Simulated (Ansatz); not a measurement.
Consider the formal loss of a carbene: `CBC=O` → `BC=O` + `[CH2]` (triplet).

Computed with Ansatz on PBE0-D4/def2-TZVP structures; ΔE is electronic, products minus reactants. CCSD(T)/CBS adds triple-zeta CCSD(T) − MP2 to the extrapolated MP2 energy (def2 sets, frozen cores). This one scheme is used for every species. Functionals use def2-TZVPP. B3LYP here is the variant with VWN-RPA as its local correlation; programs differ in this. HSE06 is defined as in plane-wave codes. Triplets are unrestricted, without spin–orbit coupling. Each species was taken in one conformer, which may not be the lowest.

`CBC=O`:

Z-matrix (Å, degrees):
```
C
B 1 1.550
H 1 1.103 2 105.1
H 1 1.091 2 114.7 3 117.0
H 1 1.092 2 113.6 3 -115.0
C 2 1.573 1 121.7 3 -98.2
H 2 1.199 1 121.5 3 82.8
O 6 1.214 2 116.5 1 -86.3
H 6 1.117 2 124.0 1 94.7
```

`BC=O`:

Z-matrix (Å, degrees):
```
B
C 1 1.538
H 1 1.192 2 118.5
H 1 1.192 2 118.5 3 171.4
O 2 1.221 1 96.8 3 -85.7
H 2 1.104 1 141.2 3 94.3
```

`[CH2]` (triplet):

```xyz
3

C    -0.191   -0.094   -0.175
H    -0.414    0.898    0.187
H     0.605   -0.803   -0.012
```

```
             level  ΔE (kcal/mol)  difference from CCSD(T)/CBS
       LDA (SPW92)          132.8                         15.8
            PBE-D4          117.6                          0.6
         revPBE-D4          114.3                         -2.7
           BLYP-D4          114.6                         -2.4
         r2SCAN-D4          111.5                         -5.5
            B97M-V          118.3                          1.3
           PBE0-D4          116.9                         -0.1
          B3LYP-D4          115.7                         -1.3
        r2SCANh-D4          111.5                         -5.5
        r2SCAN0-D4          111.6                         -5.4
          BHLYP-D4          114.2                         -2.8
      CAM-B3LYP-D4          117.1                          0.1
           ωB97X-V          119.8                          2.8
           ωB97M-V          118.0                          1.0
            B2PLYP          114.8                         -2.2
          PBE-QIDH          116.5                         -0.5
               PBE          116.5                         -0.5
            revPBE          110.9                         -6.1
              BLYP          112.1                         -4.9
            r2SCAN          111.2                         -5.8
              PBE0          115.9                         -1.1
             B3LYP          113.9                         -3.1
           r2SCANh          111.2                         -5.8
           r2SCAN0          111.2                         -5.8
             HSE06          116.1                         -0.9
         CAM-B3LYP          116.0                         -1.0
           LC-ωPBE          115.1                         -1.9
RPA@PBE/def2-TZVPP          110.7                         -6.3
       HF/def2-SVP           87.2                        -29.8
      MP2/def2-SVP          114.3                         -2.7
     CCSD/def2-SVP          111.0                         -6.0
  CCSD(T)/def2-SVP          112.0                         -5.0
     HF/def2-TZVPP           85.2                        -31.8
    MP2/def2-TZVPP          116.8                         -0.2
     HF/def2-QZVPP           85.2                        -31.8
    MP2/def2-QZVPP          118.5                          1.5
SCS-MP2/def2-QZVPP          119.2                          2.2
      HF/CBS(def2)           85.2                        -31.8
     MP2/CBS(def2)          119.8                          2.8
    CCSD/CBS(def2)          115.2                         -1.8
       CCSD(T)/CBS          117.0                            0
```

Largest T1 diagnostic among the species: 0.021, so the coupled-cluster value is less sure than usual.

From BLYP to BHLYP (50 % exact exchange), in def2-TZVPP and without D4, ΔE moves by +0.7 kcal/mol. In def2-TZVPP, CCSD(T) changes the Hartree–Fock value by +28.7 kcal/mol (the triples alone add +1.7 kcal/mol) and MP2 by +31.6 kcal/mol. At CCSD(T), def2-SVP lies −5.0 kcal/mol from the extrapolated value and def2-TZVPP −3.1 kcal/mol.
